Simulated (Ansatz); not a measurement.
Energy needed to pull apart CH2AlFSi, singlet, into free ground-state atoms, from the structure below (at a frame of a short PBE0-D4/def2-SVP trajectory); no zero-point or spin–orbit terms; open-shell atoms are treated unrestricted, in their ground-state multiplicity.

F1  (2.131, -2.537, 1.346)
C2  (1.249, -1.910, 0.690)
Si3  (0.677, -0.297, 0.436)
Al4  (-0.946, 1.200, -0.547)
H5  (-0.654, 2.003, -1.837)
H6  (-2.506, 1.608, 0.017)
(Å)

Computed with Ansatz 0.2.0 (basis: def2-TZVPP); correlated methods freeze the cores.

```
   method  atomization energy (kJ/mol)
   PBE-D4                         1694
r2SCAN-D4                            ?
  PBE0-D4                         1603
  wB97M-V                         1592
       HF                          948
      MP2                         1630
     CCSD                            ?
  CCSD(T)                         1574
```

Problem. What does CCSD give? (To be estimated.)

Solution. Computed: 1503 kJ/mol, which is about 71 kJ/mol less than CCSD(T)/def2-TZVPP.

Problem. What does r2SCAN-D4 give? (To be estimated.)

Solution. Computed: 1642 kJ/mol, which is about 67 kJ/mol more than CCSD(T)/def2-TZVPP.

In triple zeta the MP2 and coupled-cluster atomization energies are still short of their basis limit by a few kcal/mol a bond, whereas those of the functionals are nearly converged, so these differences are not deviations from converged CCSD(T).

T1 diagnostic: at most 0.025. The restricted Hartree–Fock reference is unstable towards an unrestricted one here.

For scale, one of the runs: CCSD(T)/def2-TZVPP forces, 174 basis functions, launched by `ansatz run in.yaml --threads 2 --pin off --events-out ev --progress --plain --max-ram 3481MiB`. Hardware: 2 CPU threads of an AMD EPYC 7B13, shared host. Wall time 2.6 min; peak host memory 2.6 GiB.
